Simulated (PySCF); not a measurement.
Unknowns

PySCF 2.14 calculation with GFN2-xTB geometry and NMR shieldings at PBE0/pcSseg-1/GIAO; non-relativistic, one conformer, gas phase, averaged over atoms made equivalent by symmetry, fast rotation or ring inversion.

Chemical shifts δ = σref − σ; TMS for 1H (σref 31.72), 13C (σref 186.93), all at this level. Splittings of carbon signals by F and P are missing where no couplings were computed. Where no couplings were computed, multiplicities follow the n + 1 count of equivalent neighbours, and m marks all less simple cases (inequivalent or close neighbours, rings, F or P nearby). Shifts are as computed. Against solution values, carbons near 30 ppm lie about +3 ppm off and those near 130 ppm about +5 ppm. Of 1309 compounds with measured shifts, 239 miss one by over three times the rms of a fit or turn the order of signals round; such compounds aren't used in these exercises.

Problem. C$_{4}$H$_{4}$F$_{4}$O$_{2}$. 1H NMR (400 MHz, computed): δ 6.33 (m, 1H), 3.71 (s, 3H). 13C{1H} NMR (computed): δ 159.5 (C), 128.9 (C), 126.4 (CH), 56.1 (CH3). Give a structure.

Solution. SMILES F/C=C(/OC)OC(F)(F)F. Rings plus π bonds: 1 (no ring in the answer). 4 carbon signals for 4 carbons: no two carbons are equivalent. Carbon types of the structure: 2 × C, 1 × CH, 1 × CH3, which accounts for all hydrogens. δC 159.5: alkene carbon bearing oxygen; an sp2 carbon further deshielded by the attached heteroatom. δC 128.9: CF3 carbon; 4 electronegative neighbours deshield it. δC 126.4: β carbon of an enol-ether or enamine type C=C. δC 56.1: methyl carbon bonded to O; deshielded by the electronegative neighbour.

The data come from this structure; uniqueness wasn't tested.

Problem. C$_{4}$H$_{4}$F$_{4}$O$_{2}$. 1H NMR (600 MHz, computed): δ 6.33 (m, 2H), 2.22 (m, 2H). 13C{1H} NMR (computed): δ 128.7 (C), 109.4 (CH), 37.8 (CH2). Give a structure.

Solution. `F[C@@H]1C[C@@H](F)OC(F)(F)O1`. Rings plus π bonds: 1 (1 ring in the answer). 3 carbon signals for 4 carbons: some carbons are equivalent by symmetry or fast rotation. Carbon types of the structure: 1 × C, 2 × CH, 1 × CH2, which accounts for all hydrogens. δC 128.7: sp3 carbon bearing two oxygens; 4 electronegative neighbours deshield it. δC 109.4: sp3 CH bonded to F and O; 2 electronegative neighbours deshield it. δC 37.8: sp3 CH2 in a ring; saturated and bonded to C and H only. δH 6.33: hydrogen on an sp3 CH bonded to F and O; its carbon carries F and O, which withdraws density.

The data come from this structure; uniqueness wasn't tested.
